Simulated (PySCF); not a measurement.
A species of formula C4H7BF2O2 has this rotational fingerprint, computed with PBE0-D3(BJ)/def2-SVP geometry optimisation, gas phase (PySCF):

| Quantity | Value |
| --- | --- |
| Rotational constants | A = 4252, B = 636.6, C = 612.2 MHz |
| Dipole components | \|μa\| = 1.39 D, \|μb\| = 0.62 D, \|μc\| = 1.83 D |
| Inertial defect | -87.18 u·Å² |
| κ | -0.99 |

Question: Which structure is it? (One computed conformer of each.)
A. `[F:1][CH:2]([F:3])[C@H:4]1[CH2:5][CH2:6][O:7][BH:8][O:9]1` with F1–C2–C4–C5 55°, C2–C4–C5–C6 172°, C4–C5–C6–O7 -52°, C5–C6–O7–B8 26°, C6–O7–B8–O9 1°
B. `[CH3:1][C:2](=[O:3])[O:4][CH2:5][CH2:6][B:7]([F:8])[F:9]` with C1–C2–O4–C5 178°, C2–O4–C5–C6 -78°, O4–C5–C6–B7 -173°, C5–C6–B7–F8 -178°

Answer: B. It is CC(=O)OCCB(F)F, a near-prolate asymmetric top, point group C1. The candidates at the same level (rigid rotor, commonest isotopes):

| SMILES | A (MHz) | B (MHz) | C (MHz) | μa (D) | μb (D) | μc (D) | Δ (u·Å²) | point group | rotor |
| --- | --- | --- | --- | --- | --- | --- | --- | --- | --- |
| CC(=O)OCCB(F)F | 4252 | 636.6 | 612.2 | 1.39 | 0.62 | 1.83 | -87.18 | C1 | near-prolate asymmetric top |
| FC(F)[C@H]1CCOBO1 | 3449 | 1102 | 873.5 | 0.59 | 2.52 | 0.15 | -26.65 | C1 | asymmetric top |

`FC(F)[C@H]1CCOBO1` has B 73 % too high. No structure here is proved a minimum.
